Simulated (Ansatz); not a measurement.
Sn₃Bi₂. Total charge 0; singlet. Geometry PBE-D4/def2-SVP; atoms count from 1.

```tsv
atom	x (Å)	y (Å)	z (Å)
Bi1	-2.179	-0.779	-0.066
Bi2	0.111	-0.275	1.841
Sn3	2.171	0.802	-0.084
Sn4	-0.612	1.671	-0.581
Sn5	0.509	-1.420	-1.110
```

In the def2 sets Bi, Sn take a core potential; there is no spin–orbit coupling. Another isomer (singlet) lies 0.21 eV lower at PBE0-D4/def2-TZVP; other spin states weren't run for this one.

Question: Estimate the Mulliken populations from the PBE0/def2-TZVP orbitals of Ansatz.

Answer: 
| atom | charge (e) |
| --- | --- |
| Bi1 | -0.02 |
| Bi2 | -0.02 |
| Sn3 | 0.00 |
| Sn4 | 0.02 |
| Sn5 | 0.02 |
Mulliken values and Mayer orders depend strongly on the basis.

Question: And the Mayer bond orders between bonded heavy atoms (over 0.3)?

Answer: Bi1–Bi2 0.93 (3.02 Å); Bi1–Sn4 0.90 (2.95 Å); Bi1–Sn5 0.90 (2.95 Å); Bi2–Sn3 0.85 (3.02 Å); Bi2–Sn4 0.63 (3.19 Å); Bi2–Sn5 0.63 (3.19 Å); Sn3–Sn4 0.77 (2.96 Å); Sn3–Sn5 0.77 (2.96 Å); Sn4–Sn5 0.48 (3.33 Å). Values over 0.3 also appear between atoms too far apart for a bond (Bi1–Sn3 0.31 at 4.63 Å); they arise where an orbital or an unpaired electron spreads over both atoms.
